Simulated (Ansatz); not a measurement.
Input file for CH₅F₃Si₂ (`F[SiH2]C[SiH](F)F`):

```yaml
crystal:
  periodic: [false, false, false]
  atoms:
    - {symbol: F, position_ang: [-0.349939, 2.047160, -2.031970]}
    - {symbol: Si, position_ang: [0.147928, 1.453487, -0.629512]}
    - {symbol: C, position_ang: [-0.367466, -0.334147, -0.539998]}
    - {symbol: Si, position_ang: [0.080158, -1.270627, 0.980221]}
    - {symbol: F, position_ang: [1.657419, -1.245243, 1.175421]}
    - {symbol: F, position_ang: [-0.557656, -0.558994, 2.250338]}
    - {symbol: H, position_ang: [1.622194, 1.585816, -0.584848]}
    - {symbol: H, position_ang: [-0.491144, 2.246907, 0.445244]}
    - {symbol: H, position_ang: [-1.457307, -0.383099, -0.653812]}
    - {symbol: H, position_ang: [0.069536, -0.860416, -1.397419]}
    - {symbol: H, position_ang: [-0.353723, -2.680853, 0.986335]}
basis:
  gaussian: {orbitals: def2-TZVPP}
correlation: {method: ccsd_t}
output: {orbitals: {seedname: orbitals}}
```

```sh
$ ansatz run in.yaml --threads 4 --pin off --events-out ev --progress --plain
```

Log, shortened:

```
Functional definition: HF
1669 factors; integrals over basis functions are off by at most 1.1e-3 eV
mean field evaluation 1: about -24958.1921 eV, gradient 4.8e1 eV
mean field evaluation 2: about -24958.4421 eV, gradient 4.8e1 eV
mean field evaluation 4: about -24962.8291 eV, gradient 3.7e0 eV
mean field evaluation 8: about -24962.8976 eV, gradient 2.4e-1 eV
mean field -24962.89784033 eV, -917.3695751723 hartree, gradient 7.6e-6 eV, S^2 0.000000; 0 other end points of the search recorded, 0 dependent functions left out
14 core orbitals not correlated: weight in the atoms' cores, before any rotation towards them, 1.000 or more for the frozen orbitals, at most 0.000 for the correlated occupied ones
reference -24962.89784033 eV, -917.3695751723 hartree; 19, 19 occupied and 245, 245 virtual orbitals, 1669 factors
second order -31.55047634 eV of doubles, -0.00000000 eV of singles
cycle   1  -31.70922736 eV  change   -1.6e-1 eV  update   1.1e-1
cycle   2  -32.36546788 eV  change   -6.6e-1 eV  update   3.3e-2
cycle   3  -32.52320629 eV  change   -1.6e-1 eV  update   1.6e-2
cycle   4  -32.50481181 eV  change    1.8e-2 eV  update   3.0e-3
cycle   5  -32.50256341 eV  change    2.2e-3 eV  update   1.2e-3
cycle   6  -32.50340001 eV  change   -8.4e-4 eV  update   3.4e-4
cycle   7  -32.50326309 eV  change    1.4e-4 eV  update   1.2e-4
cycle   8  -32.50316952 eV  change    9.4e-5 eV  update   3.5e-5
cycle   9  -32.50317000 eV  change   -4.8e-7 eV  update   1.2e-5
perturbative correction -0.99775076 eV, -0.0366666642 hartree
Total energy: -24996.39876109 eV, -918.6007113025 hartree
```

Run time 3.2 min (4 threads of a server CPU on a shared host); peak host memory 8 GiB.

The correlation energy is -33.501 eV, 3.0 % of it from (T); the T1 diagnostic reads 0.0115.
